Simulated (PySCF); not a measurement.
Simulation results for BH3NOSi

Computed with PySCF 2.14.0. Calculation on a computer-drawn molecule: the log of a Hartree-Fock and frozen-core CCSD(T) single point meant for a local Hartree-Fock minimum, with one planted fault or none, to be diagnosed. Offsets are logged minus clean, where the clean run is the same molecule without the fault. The reference is restricted for singlets and unrestricted otherwise, and also for a bond in bohr or an excited solution. Adding or removing an electron swaps singlet and doublet. The excited solution moves the top pair (singlet) or top alpha electron (doublet) to the lowest empty orbital. Highest occupied and lowest empty are orbital energies over both spins, largest force is the largest gradient component, triples share is (T) over the correlation energy, the T1 limit is 0.02 restricted and 0.045 unrestricted, electrons count all cores, a negative frequency is imaginary (commonest isotopes), and the dipole is about the centre of nuclear charge.

```xyz
7
formula=BH3NOSi meant_charge=-1 meant_multiplicity=1 meant_basis=aug-cc-pV(D+d)Z logged_electrons=38 logged_basis_functions=128 logged_SCF_converged=yes logged_spin_squared=0 logged_highest_occupied=-2.5675 logged_lowest_empty=3.5546 logged_largest_force=0.083084 logged_T1_diagnostic=0.023934 logged_D1_diagnostic=0.072352 logged_triples_share=0.04274 logged_CC_converged=yes logged_dipole_magnitude=4.7125 logged_SCF_stable_within_its_kind=yes logged_energy_HF=-444.66259 logged_energy_CCSD(T)=-445.29934 possible_faults=no_fault,one_electron_removed,one_electron_added,multiplicity_raised_by_two,geometry_at_a_saddle_point,SCF_held_on_an_excited_solution,minimal_basis_STO-3G,one_bond_length_entered_in_bohr,all_coordinates_scaled
N      1.9852    -0.8913    -1.7100
Si     0.8423    -0.4696    -0.6401
B     -0.9118    -2.2729     2.5061
O     -1.7903    -1.6013     3.1155
H      2.3592    -1.8171    -1.5769
H      0.3555     0.9225    -0.9281
H     -0.5078    -3.4195     2.7399
```

Units: logged_highest_occupied, logged_lowest_empty in eV; logged_largest_force in hartree/bohr; logged_dipole_magnitude in debye; logged_energy_HF, logged_energy_CCSD(T) in hartree.

Drawn bonds:
| atom | other atom | order |
| --- | --- | --- |
| 1 | 2 | 2 |
| 2 | 3 | 1 |
| 3 | 4 | 1 |
| 1 | 5 | 1 |
| 2 | 6 | 1 |
| 3 | 7 | 1 |

Q: Which fault was planted in the run of BH3NOSi?
A: one bond length entered in bohr, row 2 of the drawn bonds

Further results for BH3NOSi:

- HF energy offset from clean run: 37.63 kcal/mol
- CCSD(T) energy offset from clean run: 34.62 kcal/mol
